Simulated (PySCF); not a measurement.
## Dipole moment and polarisability of SiF2Cl2

SiF2Cl2.
Geometry (PBE0-D3(BJ)/def2-SVP, Å), atoms numbered from 1 in this order:
```
atom  x, y, z in Å
Si1    0.0606   -0.0004    0.0449
F2     0.0768   -0.0163    1.6418
F3     1.5772    0.0084   -0.4546
Cl4   -0.8621    1.6766   -0.5978
Cl5   -0.8525   -1.6682   -0.6343
```

Level: PBE0/def2-SVPD (PySCF), static field, nuclei fixed, core orbitals frozen in the response. The polarisability tensor in these axes (au):

```
x   45.14 -0.06  2.11
y   -0.06 57.57  0.16
z    2.11  0.16 43.75
```

Task: Give the principal values, the mean and the anisotropy Δα = √{½[(α1 − α2)² + (α2 − α3)² + (α1 − α3)²]}.

Result: Principal values 42.23, 46.67 and 57.57 au; mean 48.82 au = 7.23 Å³ = 8.05 × 10⁻⁴⁰ C²·m²/J; Δα = 13.67 au (28 % of the mean).

Task: What is the dipole moment, and where does it point?

Result: (-0.67, 0.00, -0.48) D, 0.83 D in size, pointing from the negative to the positive side. Measured along this direction, the outermost atoms are F3 and F2 at the negative end and Cl5 and Cl4 at the positive end.

Task: In a dilute gas of rigid molecules at 250 K, how does the orientational term μ²/3kT compare with the electronic polarisability?

Result: In Gaussian units μ²/3kT = 6.60 Å³ against 7.23 Å³, a ratio of 0.91; the Debye molar polarisation (4π/3)N_A(α + μ²/3kT) is 34.9 cm³/mol, leaving out the vibrational part.

Task: Rayleigh depolarisation ratio (linearly polarised light, static tensor)?

Result: ρ = 3Δα²/(45ᾱ² + 4Δα²) = 560.9/(107256 + 747.9) = 0.00519.

Task: Form Σ f/ω² (atomic units) for the 10 lowest TDDFT singlets, given as eV and f, and set it beside the mean polarisability, which is this sum over all singlets: 8.01, 0.0422; 8.18, 0.0000; 8.59, 0.0449; 8.85, 0.0435; 9.23, 0.0000; 9.42, 0.0008; 9.58, 0.0000; 9.69, 0.0000; 9.90, 0.0286; 9.93, 0.0093.

Result: They add up to 1.64 au, 3.4 % of the 48.82 au; the largest single term is 0.49 au, from the state at 8.01 eV. Terms in order: 0.49, 0.00, 0.45, 0.41, 0.00, 0.01, 0.00, 0.00, 0.22, 0.07 au. Higher excitations give the rest. The strengths listed sum to 0.169.

Isolated species at its PBE0-D3(BJ)/def2-SVP geometry, gas phase.
